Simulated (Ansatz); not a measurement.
System: CCl2 (charge 0, triplet). This is an excited triplet: at this geometry the singlet lies 0.44 eV lower at RI-MP2/CBS(aug-cc-pV(T+d)Z,aug-cc-pV(Q+d)Z)+[CCSD(T)-MP2]/aug-cc-pV(T+d)Z. 
Geometry from a B3LYP-D3(BJ)/def2-TZVP (Ansatz, an electronic-structure program) optimisation:
SMILES: Cl[C]Cl
```xyz
3

C      0.0044    -0.0137    -0.6156
Cl     1.5088     0.0245     0.1190
Cl    -1.5103    -0.0197     0.0982
```
Charge 0, spin multiplicity 3.

Wanted: vertical singlet-triplet gap (E(singlet) - E(triplet); the singlet is one closed-shell determinant, which may describe it poorly; each state is the SCF solution reached for its spin; for the singlet the Hartree-Fock reference is unstable and T1 is 0.021), in kcal/mol. Correlated levels leave the core frozen unless marked. Open shells are spin-unrestricted. Spin-orbit coupling is left out. Non-relativistic. CBS(X,Y): correlation extrapolated as X^-3; Hartree-Fock from the larger set. The bracket is a focal-point correction in the basis named.

| level | program | vertical singlet-triplet gap (kcal/mol) | minus last row |
|---|---|---|---|
| HF/aug-cc-pV(D+d)Z | Ansatz | 14.4 | 24.5 |
| HF/aug-cc-pV(T+d)Z | Ansatz | 14.8 | 24.9 |
| HF/aug-cc-pV(Q+d)Z | Ansatz | 14.9 | 25.0 |
| B3LYP/def2-TZVPD | Ansatz | -6.7 | 3.4 |
| BHLYP/def2-TZVPD | Ansatz | -2.2 | 7.9 |
| wB97M-V/def2-TZVPD | Ansatz | -10.4 | -0.3 |
| MP2/aug-cc-pV(D+d)Z | Ansatz | -6.4 | 3.7 |
| MP2/aug-cc-pV(T+d)Z | Ansatz | -8.0 | 2.1 |
| RI-MP2/aug-cc-pV(T+d)Z | Ansatz | -8.0 | 2.1 |
| RI-MP2/CBS(aug-cc-pV(T+d)Z,aug-cc-pV(Q+d)Z) | Ansatz | -9.2 | 0.9 |
| CCSD/aug-cc-pV(D+d)Z | Ansatz | -5.5 | 4.6 |
| CCSD/aug-cc-pV(T+d)Z | Ansatz | -5.9 | 4.2 |
| CCSD(T)/aug-cc-pV(T+d)Z | Ansatz | -8.9 | 1.2 |
| RI-MP2/CBS(aug-cc-pV(T+d)Z,aug-cc-pV(Q+d)Z)+[CCSD(T)-MP2]/aug-cc-pV(D+d)Z | Ansatz | -11.1 | -1.0 |
| RI-MP2/CBS(aug-cc-pV(T+d)Z,aug-cc-pV(Q+d)Z)+[CCSD(T)-MP2]/aug-cc-pV(T+d)Z | Ansatz | -10.1 | 0.0 |
